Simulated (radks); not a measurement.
Task: All-electron atom: Al2+ in [Ne] 5p1 (not the ground configuration). Method: scalar-relativistic Kohn-Sham, PBEsol, spin-polarised, spherical densities, point nucleus; open shells are filled with parallel spins first; computed with a radial shooting solver on a logarithmic mesh with Libxc functionals. Some entries of the table are withheld. Estimate them.

orbital,occ.,eigenvalue (eV),<1/r> (bohr^-1),<r^2> (bohr^2)
1s up,1,-1539.278,(1),0.01951
1s down,1,-1539.262,(2),0.01951
2s up,1,-138.2950,2.344,0.4662
2s down,1,-138.2680,2.344,0.4660
2p up,3,(3),2.221,0.4526
2p down,3,(4),2.222,0.4522
5p up,1,-5.8511,0.1583,90.40

Result: 
(1) 1s up <1/r> (bohr^-1): 12.62
(2) 1s down <1/r> (bohr^-1): 12.62
(3) 2p up eigenvalue (eV): -99.9929
(4) 2p down eigenvalue (eV): -99.9591
